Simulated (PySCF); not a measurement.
Cl3H3HfO2, SMILES [OH][Hf](<-[OH2])([Cl])([Cl])[Cl], multiplicity 1.

Coordinates come from a PBE0-D3(BJ)/def2-SVP optimisation. The spin state was assumed, not searched. The def2 effective core potentials stand for the cores of Hf; spin–orbit coupling is left out. The values are those of a single conformer.

Two levels are set side by side: TDDFT-PBE/def2-SVPD (PySCF) and TDDFT-B3LYP/def2-SVPD (PySCF). Vertical, same geometry. The lowest singlet is HOMO−1→LUMO 96 % with PBE and HOMO−1→LUMO 95 % with the other functional; states are paired by order. Differences are taken from unrounded values.

```json
[
 {"quantity": "lowest singlet excitation (eV)", "TDDFT-B3LYP": "5.62"},
 {"quantity": "lowest triplet excitation (TDA) (eV)", "TDDFT-B3LYP": "5.26"}
]
```

### Question
What does TDDFT-PBE give, and how far is it from TDDFT-B3LYP? (Estimate from the structure and the level; the computed values follow.)

### Answer

```tsv
quantity	TDDFT-PBE	TDDFT-PBE minus TDDFT-B3LYP
lowest singlet excitation (eV)	5.13	-0.50
lowest triplet excitation (TDA) (eV)	4.78	-0.47
```

A lower first singlet is the usual sign of a functional without exact exchange. Differences between two approximate levels are no errors against the true value.

Rough cost on one machine, each run with all the roots and properties that it gave: TDDFT-B3LYP against TDDFT-PBE about 5 times.
